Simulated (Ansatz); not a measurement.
`O[SiH2][AlH][SnH3]` at its PBE0-D4/def2-TZVP geometry, where that method's forces vanish. The species carries charge 0 and has multiplicity 1. Sn: def2 effective core potential.

| atom | x (Å) | y (Å) | z (Å) |
| --- | --- | --- | --- |
| O1 | 1.4086 | 0.2118 | -1.8800 |
| Si2 | 1.4306 | 1.3487 | -0.6707 |
| Al3 | 0.0816 | 0.5753 | 1.2433 |
| Sn4 | -1.5586 | -1.4480 | 0.6714 |
| H5 | 0.5836 | -0.2528 | -2.0300 |
| H6 | 0.9122 | 2.6649 | -1.1618 |
| H7 | 2.8683 | 1.5531 | -0.3457 |
| H8 | 0.1245 | 1.1984 | 2.7052 |
| H9 | -1.5244 | -1.7682 | -1.0187 |
| H10 | -1.1254 | -2.9205 | 1.4291 |
| H11 | -3.2012 | -1.1628 | 1.0579 |

Problem. For each bond, give half the difference of the two atoms' forces along it (eV/Å; positive pushes the atoms apart) under PBE-D4, r2SCAN-D4, B3LYP-D4, ωB97M-V in def2-TZVPP. (An estimate is asked.)

Solution. Computed: 
```tsv
bond	length (Å)	PBE-D4	r2SCAN-D4	B3LYP-D4	ωB97M-V
O1–Si2	1.660	0.32	0.06	0.17	0.18
O1–H5	0.959	0.35	0.01	-0.03	-0.07
Si2–Al3	2.466	-0.15	-0.01	0.04	0.01
Si2–H6	1.497	0.05	-0.01	-0.10	-0.15
Si2–H7	1.488	0.09	-0.01	-0.11	-0.15
Al3–Sn4	2.667	-0.08	-0.03	0.02	0.00
Al3–H8	1.590	0.08	-0.02	-0.11	-0.10
Sn4–H9	1.720	0.11	0.00	0.04	-0.05
Sn4–H10	1.712	0.12	0.01	0.05	-0.06
Sn4–H11	1.711	0.12	0.01	0.04	-0.06
```

B3LYP here is the variant with VWN-RPA as its local correlation; programs differ in this.
